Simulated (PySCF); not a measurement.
From one molecule to another.

First species: C₃H₇NO₂Si.
Numbering: `[CH2:1]=[C:2]1[CH2:3][O:4][Si@H:5]([NH2:6])[O:7]1` (hydrogens: H8, H9 on C1; H10, H11 on C3; H12 on Si5; H13, H14 on N6)

Geometry (GFN2-xTB, Å), atoms numbered from 1 in this order:
```
atom  x, y, z in Å
C1     2.3515    0.6654    0.1685
C2     1.1231    0.1775    0.1340
C3     0.7148   -1.1284   -0.5174
O4    -0.6670   -1.2949   -0.3586
Si5   -1.3198   -0.0808    0.5219
N6    -2.4594    0.8048   -0.4099
O7     0.0629    0.8005    0.6948
H8     2.5671    1.5987    0.6533
H9     3.1638    0.1376   -0.2938
H10    0.9537   -1.1214   -1.5856
H11    1.2345   -1.9703   -0.0463
H12   -1.7088   -0.5646    1.8400
H13   -2.7778    1.6830   -0.0351
H14   -3.2392    0.2924   -0.7879
```

Second species: C₃H₁₀OSi₃.
Z-matrix (Å and degrees, GFN2-xTB geometry), rows numbered from 1:
```
O 
C   1  1.2115
C   2  1.4541  1  125.59
C   3  1.5320  2  118.21  1  -164.10
Si  4  1.9225  3  101.41  2  -133.42
Si  3  1.9820  2  107.07  1    83.00
Si  6  2.3187  3  111.32  2   -88.14
H   2  1.1127  1  120.15  3   174.45
H   3  1.0910  2  110.09  1   -33.26
H   4  1.0915  3  109.77  2   -15.96
H   4  1.0890  3  111.90  2   102.16
H   5  1.4692  4  112.19  3  -101.14
H   5  1.4687  4  113.40  3   138.48
H   6  1.4818  3  106.71  2    32.66
H   7  1.4668  6  110.44  3   -58.76
H   7  1.4669  6  108.24  3  -175.44
H   7  1.4612  6  114.81  3    63.60
```

Levels: B3LYP/def2-SVPD for dipole moment, HOMO energy, LUMO energy, HOMO–LUMO gap, static isotropic polarisability and electronic spatial extent ⟨r²⟩ about the centre of nuclear charge; TDDFT B3LYP/def2-SVPD for lowest singlet excitation; TDA B3LYP/def2-SVPD for lowest triplet excitation (Tamm–Dancoff); GFN2-xTB for rotational constant A and rotational constant C. Geometries: GFN2-xTB. Each structure is a single optimised conformer of the isolated species, non-relativistic unless stated. Electronic properties by PySCF.

Dipoles, sizes and rotational constants follow the conformer. The torsions of the flexible species, by atom-mapped SMILES:
- `[CH2:1]=[C:2]1[CH2:3][O:4][Si@H:5]([NH2:6])[O:7]1`: H–N6–Si5–O4 -168°, H–N6–Si5–O4 59°
- `[O:1]=[CH:2][C@@H:3]1[CH2:4][SiH2:5][Si@H:6]1[SiH3:7]`: O1–C2–C3–C4 -164°

Values for the first species:

- Dipole moment: 1.57 D
- HOMO energy: -6.37 eV
- LUMO energy: 0.05 eV
- HOMO–LUMO gap: 6.42 eV
- Lowest singlet excitation: 5.77 eV
- Lowest triplet excitation (Tamm–Dancoff): 4.25 eV
- Static isotropic polarisability: 72.7 au
- Electronic spatial extent ⟨r²⟩ about the centre of nuclear charge: 867 bohr²
- Rotational constant A: 4.692 GHz
- Rotational constant C: 1.457 GHz

(1) Estimate the same properties for the second species, and the change in each.

Results:

(1) 
```
                                                         property      first      second  second less first
                                                    dipole moment     1.57 D      3.22 D            +1.65 D
                                                      HOMO energy   -6.37 eV    -6.92 eV           -0.55 eV
                                                      LUMO energy    0.05 eV    -1.30 eV           -1.35 eV
                                                    HOMO–LUMO gap    6.42 eV     5.62 eV           -0.80 eV
                                        lowest singlet excitation    5.77 eV     4.16 eV           -1.61 eV
                         lowest triplet excitation (Tamm–Dancoff)    4.25 eV     3.65 eV           -0.60 eV
                                  static isotropic polarisability    72.7 au    127.6 au           +54.9 au
electronic spatial extent ⟨r²⟩ about the centre of nuclear charge  867 bohr²  1596 bohr²         +729 bohr²
                                            rotational constant A  4.692 GHz   1.522 GHz         -3.170 GHz
                                            rotational constant C  1.457 GHz   0.736 GHz         -0.721 GHz
```

On the first: The dipole equals about 5.2 × 10⁻³⁰ C·m (1 D = 3.33564 × 10⁻³⁰ C·m). No computed singlet falls in the visible range (750 to 380 nm, 1.65 to 3.26 eV); S1 lies 2.51 eV above its blue end.

On the second: The polarisability is 18.91 Å³ as a volume (1 au = 0.148185 Å³), or 1.64 au for each of the 78 electrons. The vertical singlet–triplet gap S1 − T1 is 0.51 eV (TDDFT singlet less Tamm–Dancoff triplet).
